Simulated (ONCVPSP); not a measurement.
# Transferability test, ONCV potential for lutetium

- Element: Lu (Z = 71)
- Generator: ONCVPSP 4.0.1
- Type: optimised norm-conserving Vanderbilt (ONCV)
- Functional: PBE
- Relativity: fully relativistic
- Frozen core: [Xe] 4f14
- Valence charge: 3
- Reference configuration: 5d1 6s1 (charge +1)
- Partial waves: 6s: rc 3.10 bohr, ncon 5, nbas 9, qcut 2.3 1/bohr, 3 projectors, debl 0.5 Ha; p scattering state at 0.1 Ha: rc 2.60 bohr, ncon 3, nbas 6, qcut 3.4 1/bohr, 3 projectors, debl 1.6 Ha; 5d: rc 2.90 bohr, ncon 3, nbas 8, qcut 5 1/bohr, 2 projectors, debl 1 Ha
- Local potential: polynomial inside 2.50 bohr (lpopt 3, dvloc0 6 Ha)
- Core correction: none

Open shells are filled in proportion to 2j + 1.

In the p channel the program set the typed energies aside and used 0.050, 1.650, 3.250 Ha (j = l + 1/2; the other j can differ).

Energies are relative to the spin-unpolarised reference configuration 5d1 6s1; without spin polarisation the order of configurations can differ from experiment.

Question: Give the all-electron excitation energy and the error of the potential for: 5d1 6s2; 5d1 6s0; 5d1 6s1.5; 5d0 6s2 6p1.

Answer:

```
valence configuration  charge  ΔE all-electron (eV)  error AE − PS (meV)
              5d1 6s2       0                -7.369                  +20
              5d1 6s0      +2                13.279                 +182
            5d1 6s1.5    +0.5                -4.379                 +7.8
          5d0 6s2 6p1       0                -6.445                 +222
```

These tests converged, but a pseudo level misses the all-electron one widely, so the file describes the atom poorly there or has found another state: 5d0 6s2 6p1: empty 5d by 5.5 eV.

Note: ghosts flagged at negative energy: s at -55.4 eV, p3/2 at -35.3 eV, p1/2 at -37.0 eV; GHOST(+) flagged for s at 597.3 eV. A true bound ghost makes a file unfit for plane-wave use.
